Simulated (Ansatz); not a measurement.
# Nudged elastic band run: GeH₅

Input:

```yaml
crystal:
  periodic: [false, false, false]
  atoms:
    - { symbol: Ge, position_ang: [0.000335, 0.0, -0.214662] }
    - { symbol: H, position_ang: [0.000194, 0.0, 1.325923] }
    - { symbol: H, position_ang: [1.452668, 0.0, -0.72674] }
    - { symbol: H, position_ang: [-0.725724, 1.257699, -0.726992] }
    - { symbol: H, position_ang: [-0.725724, -1.257699, -0.726992] }
    - { symbol: H, position_ang: [-0.00015, 0.0, 4.080862] }
magnetization:
  spin_polarized: true
  initial_magnetization: 1
basis:
  gaussian: { orbitals: def2-SVP }
hamiltonian:
  xc: b3lyp
neb:
  order_check: false
  images: 5
  f_tol: 0.05
  max_iterations: 60
  final_atoms:
    - { symbol: Ge, position_ang: [0.00057291, 0.0, -0.61932418] }
    - { symbol: H, position_ang: [-2.734e-05, 0.0, 3.08614685] }
    - { symbol: H, position_ang: [1.47102561, 0.0, -1.10128603] }
    - { symbol: H, position_ang: [-0.73481438, 1.273532, -1.10082025] }
    - { symbol: H, position_ang: [-0.73481438, -1.273532, -1.10082025] }
    - { symbol: H, position_ang: [-0.00034343, 0.0, 3.84750286] }
  initial_path:
    images:
      - { positions_ang: [[0.000335, 0.0, -0.214662], [0.000194, 0.0, 1.325923], [1.452668, 0.0, -0.72674], [-0.725724, 1.257699, -0.726992], [-0.725724, -1.257699, -0.726992], [-0.00015, 0.0, 4.080862]] }
      - { positions_ang: [[0.00022225, 0.0, -0.14310806], [0.00013193, 0.0, 1.48394861], [1.4556432, 0.0, -0.65656304], [-0.72715147, 1.260066, -0.65672656], [-0.72715147, -1.260066, -0.65672656], [-9.544e-05, 0.0, 3.64057461]] }
      - { positions_ang: [[0.0001095, 0.0, -0.07155411], [6.986e-05, 0.0, 1.64197422], [1.4586184, 0.0, -0.58638608], [-0.72857894, 1.262433, -0.58646113], [-0.72857894, -1.262433, -0.58646113], [-4.088e-05, 0.0, 3.20028722]] }
      - { positions_ang: [[-3.24e-06, 0.0, -1.7e-07], [7.79e-06, 0.0, 1.79999983], [1.46159359, 0.0, -0.51620912], [-0.73000641, 1.2648, -0.51619569], [-0.73000641, -1.2648, -0.51619569], [1.367e-05, 0.0, 2.75999983]] }
      - { positions_ang: [[0.00018881, 0.0, -0.2064415], [-3.92e-06, 0.0, 2.22871551], [1.4647376, 0.0, -0.71123476], [-0.73160906, 1.26771067, -0.71107054], [-0.73160906, -1.26771067, -0.71107054], [-0.00010536, 0.0, 3.12250084]] }
      - { positions_ang: [[0.00038086, 0.0, -0.41288284], [-1.563e-05, 0.0, 2.65743118], [1.4678816, 0.0, -0.90626039], [-0.73321172, 1.27062133, -0.9059454], [-0.73321172, -1.27062133, -0.9059454], [-0.00022439, 0.0, 3.48500185]] }
      - { positions_ang: [[0.00057291, 0.0, -0.61932418], [-2.734e-05, 0.0, 3.08614685], [1.47102561, 0.0, -1.10128603], [-0.73481438, 1.273532, -1.10082025], [-0.73481438, -1.273532, -1.10082025], [-0.00034343, 0.0, 3.84750286]] }
```

Run as:

```bash
$ ansatz run input.yaml --threads 1 --pin off --max-ram 2048MiB --backend cpu --events-out ev --progress --plain --runs-dir out
```

Output, in part (warnings, iteration lines, the closing report on the highest movable image, with atoms numbered from 0):

```
NEB end point (image 0): max|allowed force component| = 7.064e-3 eV/Å (the criterion of neb.relax_end_points is 1.000e-2)
NEB end point (image 6): max|allowed force component| = 2.516e-3 eV/Å (the criterion of neb.relax_end_points is 1.000e-2)
NEB iter   1: max|band force component| = 2.738e0 eV/Å  barrier→ = 0.1257 eV  barrier← = 0.9542 eV  Δτ_max = 0.2000 Å  (176 SCF iters)
NEB iter   2: max|band force component| = 1.597e0 eV/Å  barrier→ = 0.0112 eV  barrier← = 0.8397 eV  Δτ_max = 0.1606 Å  (131 SCF iters)
NEB iter   3: max|band force component| = 5.240e-1 eV/Å  barrier→ = 0.0059 eV  barrier← = 0.8344 eV  Δτ_max = 0.1047 Å  (131 SCF iters)
NEB iter   4: max|band force component| = 5.499e-1 eV/Å  barrier→ = 0.0052 eV  barrier← = 0.8337 eV  Δτ_max = 0.0288 Å  (119 SCF iters)
NEB iter   5: max|band force component| = 1.183e-1 eV/Å  barrier→ = 0.0052 eV  barrier← = 0.8336 eV  CI = image 1  Δτ_max = 0.0529 Å  (109 SCF iters)
NEB iter   6: max|band force component| = 3.453e-2 eV/Å  barrier→ = 0.0064 eV  barrier← = 0.8349 eV  CI = image 1  Δτ_max = 0.0000 Å  (253 SCF iters)
Total energy: -56590.88016388 eV, -2079.6764873464 hartree
Atom 0 at     0.000172     0.000000    -0.102160 Å, force     0.000064     0.000000     0.003329 eV/Å
Atom 1 at    -0.000669     0.000000     1.443554 Å, force    -0.000030     0.000000    -0.012021 eV/Å
Atom 2 at     1.453513     0.000000    -0.611974 Å, force     0.002501     0.000000    -0.003836 eV/Å
Atom 3 at    -0.726057     1.258367    -0.613243 Å, force    -0.001261     0.002195    -0.003771 eV/Å
Atom 4 at    -0.726057    -1.258367    -0.613243 Å, force    -0.001261    -0.002195    -0.003771 eV/Å
Atom 5 at     0.000695    -0.000000     3.508466 Å, force    -0.000012    -0.000000     0.020071 eV/Å
Dipole moment:    -0.000008    -0.000000    -0.021947 e Å
```

The forces met the threshold. The top lies less than 8 meV above the higher end, about what the thresholds resolve: that end is a shoulder or a very shallow well. A vibrational analysis at the climbing image gives no mode beyond 40i cm⁻¹: the surface is too flat there to confirm a saddle point.

Final band (atoms are numbered from 1 in the order of the input):

| image | path coordinate (Å) | energy (kcal/mol) | Ge1–H2 (Å) | H2–H6 (Å) |
| --- | --- | --- | --- | --- |
| 0 | 0.00 | 0.0 | 1.54 | 2.75 |
| 1 | 0.63 | 0.1 | 1.55 | 2.06 |
| 2 | 1.19 | -0.1 | 1.60 | 1.41 |
| 3 | 1.75 | -15.2 | 2.26 | 0.79 |
| 4 | 2.31 | -18.1 | 2.74 | 0.77 |
| 5 | 2.88 | -19.0 | 3.22 | 0.76 |
| 6 | 3.44 | -19.1 | 3.71 | 0.76 |

The run took 64 s on 1 thread of Arm Neoverse V1, on a shared host, peak memory 0.14 GiB.
